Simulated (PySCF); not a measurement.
Point-charge models of `C=C[P@](=S)(CC)C(=C)C` against its computed dipole.

Coordinates (GFN2-xTB, Å) and charges (e) from the PBE0/pcSseg-1 density (PySCF):

```json
{"atom": "C1", "x": "-0.945", "y": "2.863", "z": "0.633", "Mulliken": "-0.0576", "IAO": "-0.2535", "Hirshfeld": "-0.0661", "ESP-fitted": "-0.3634"}
{"atom": "C2", "x": "-0.245", "y": "2.124", "z": "-0.212", "Mulliken": "-0.3916", "IAO": "-0.3879", "Hirshfeld": "-0.0929", "ESP-fitted": "-0.1213"}
{"atom": "P3", "x": "0.443", "y": "0.521", "z": "0.322", "Mulliken": "+0.4717", "IAO": "+1.0657", "Hirshfeld": "+0.3487", "ESP-fitted": "+0.0026"}
{"atom": "S4", "x": "1.441", "y": "0.592", "z": "1.984", "Mulliken": "-0.3510", "IAO": "-0.6209", "Hirshfeld": "-0.3051", "ESP-fitted": "-0.3196"}
{"atom": "C5", "x": "1.435", "y": "0.017", "z": "-1.159", "Mulliken": "-0.4132", "IAO": "-0.4653", "Hirshfeld": "-0.1053", "ESP-fitted": "-0.1564"}
{"atom": "C6", "x": "2.087", "y": "-1.337", "z": "-0.930", "Mulliken": "-0.2588", "IAO": "-0.4190", "Hirshfeld": "-0.1197", "ESP-fitted": "-0.2374"}
{"atom": "C7", "x": "-0.991", "y": "-0.633", "z": "0.342", "Mulliken": "-0.5873", "IAO": "-0.1984", "Hirshfeld": "-0.0304", "ESP-fitted": "+0.3971"}
{"atom": "C8", "x": "-1.942", "y": "-0.520", "z": "-0.574", "Mulliken": "-0.0237", "IAO": "-0.3066", "Hirshfeld": "-0.0960", "ESP-fitted": "-0.5206"}
{"atom": "C9", "x": "-0.975", "y": "-1.631", "z": "1.449", "Mulliken": "-0.1225", "IAO": "-0.4213", "Hirshfeld": "-0.1234", "ESP-fitted": "-0.5217"}
{"atom": "H10", "x": "-1.336", "y": "3.833", "z": "0.370", "Mulliken": "+0.1307", "IAO": "+0.1606", "Hirshfeld": "+0.0584", "ESP-fitted": "+0.1901"}
{"atom": "H11", "x": "-1.142", "y": "2.517", "z": "1.635", "Mulliken": "+0.1369", "IAO": "+0.1633", "Hirshfeld": "+0.0492", "ESP-fitted": "+0.1919"}
{"atom": "H12", "x": "-0.008", "y": "2.459", "z": "-1.214", "Mulliken": "+0.1317", "IAO": "+0.1569", "Hirshfeld": "+0.0509", "ESP-fitted": "+0.1454"}
{"atom": "H13", "x": "2.198", "y": "0.793", "z": "-1.290", "Mulliken": "+0.1620", "IAO": "+0.1568", "Hirshfeld": "+0.0472", "ESP-fitted": "+0.1385"}
{"atom": "H14", "x": "0.788", "y": "0.006", "z": "-2.040", "Mulliken": "+0.1432", "IAO": "+0.1474", "Hirshfeld": "+0.0424", "ESP-fitted": "+0.0931"}
{"atom": "H15", "x": "1.334", "y": "-2.122", "z": "-0.879", "Mulliken": "+0.1245", "IAO": "+0.1398", "Hirshfeld": "+0.0375", "ESP-fitted": "+0.0818"}
{"atom": "H16", "x": "2.639", "y": "-1.325", "z": "0.010", "Mulliken": "+0.1395", "IAO": "+0.1573", "Hirshfeld": "+0.0332", "ESP-fitted": "+0.0862"}
{"atom": "H17", "x": "2.780", "y": "-1.573", "z": "-1.735", "Mulliken": "+0.1275", "IAO": "+0.1484", "Hirshfeld": "+0.0458", "ESP-fitted": "+0.0864"}
{"atom": "H18", "x": "-1.907", "y": "0.237", "z": "-1.340", "Mulliken": "+0.1157", "IAO": "+0.1483", "Hirshfeld": "+0.0416", "ESP-fitted": "+0.1951"}
{"atom": "H19", "x": "-2.795", "y": "-1.180", "z": "-0.589", "Mulliken": "+0.1181", "IAO": "+0.1532", "Hirshfeld": "+0.0517", "ESP-fitted": "+0.1849"}
{"atom": "H20", "x": "-1.008", "y": "-1.112", "z": "2.407", "Mulliken": "+0.1529", "IAO": "+0.1698", "Hirshfeld": "+0.0418", "ESP-fitted": "+0.1465"}
{"atom": "H21", "x": "-0.044", "y": "-2.197", "z": "1.430", "Mulliken": "+0.1369", "IAO": "+0.1591", "Hirshfeld": "+0.0433", "ESP-fitted": "+0.1481"}
{"atom": "H22", "x": "-1.819", "y": "-2.313", "z": "1.380", "Mulliken": "+0.1146", "IAO": "+0.1461", "Hirshfeld": "+0.0474", "ESP-fitted": "+0.1526"}
```

Problem. Compute μ = Σ q r for each scheme (1 e·Å = 4.803 D) and compare with the dipole of the full density.

Solution. The full density gives (-2.48, -0.27, -3.45) D, 4.26 D in size; dipole vectors point from the negative to the positive end.

| scheme | μx | μy | μz | size (D) | share of the full size (%) | angle to the full dipole (°) |
| --- | --- | --- | --- | --- | --- | --- |
| Mulliken | -2.05 | -1.13 | -1.75 | 2.92 | 69 | 23 |
| IAO | -2.45 | -0.29 | -3.54 | 4.32 | 101 | 1 |
| Hirshfeld | -1.68 | 0.27 | -2.37 | 2.92 | 69 | 9 |
| ESP-fitted | -2.50 | -0.28 | -3.52 | 4.33 | 102 | 0 |

Problem. Which set comes closest?

Solution. Length of the difference vector: ESP-fitted 0.08 D, IAO 0.10 D, Hirshfeld 1.45 D, Mulliken 1.96 D. Closest: ESP-fitted. The schemes that divide the density aren't constrained to reproduce the dipole.

Problem. What is left for the Hirshfeld atoms' own dipoles?

Solution. The shares of the density sum to the whole, so what Σ q r misses lies in dipoles about the nuclei. The atomic dipoles sum to (-2.48, -0.27, -3.45) − (-1.68, 0.27, -2.37) = (-0.80, -0.54, -1.08) D, 1.45 D in size.

Problem. With the origin at the mean of the coordinates, (0.000, 0.001, 0.000) Å, which are the largest single terms, by size, of the ESP-fitted dipole along the direction of the full one?

Solution. C8 -4.08, S4 +3.81, H18 +2.05, H19 +1.94, C9 +1.26 D; all 22 atoms together +4.33 D. The single terms depend on the origin, their sum doesn't.

Problem. Give the size of the full dipole in other units.

Solution. 4.26 D = 1.676 au = 0.887 e·Å = 14.21 × 10⁻³⁰ C·m.

Isolated species at its GFN2-xTB geometry (one conformer only). GFN2-xTB frequencies show an imaginary mode (60i cm⁻¹), so this geometry is no minimum at that level.

Conformer computed: `[CH2:1]=[CH:2][P@:3](=[S:4])([CH2:5][CH3:6])[C:7](=[CH2:8])[CH3:9]`: C1–C2–P3–S4 -50°, C2–P3–C5–C6 -179°, C2–P3–C7–C8 36°.
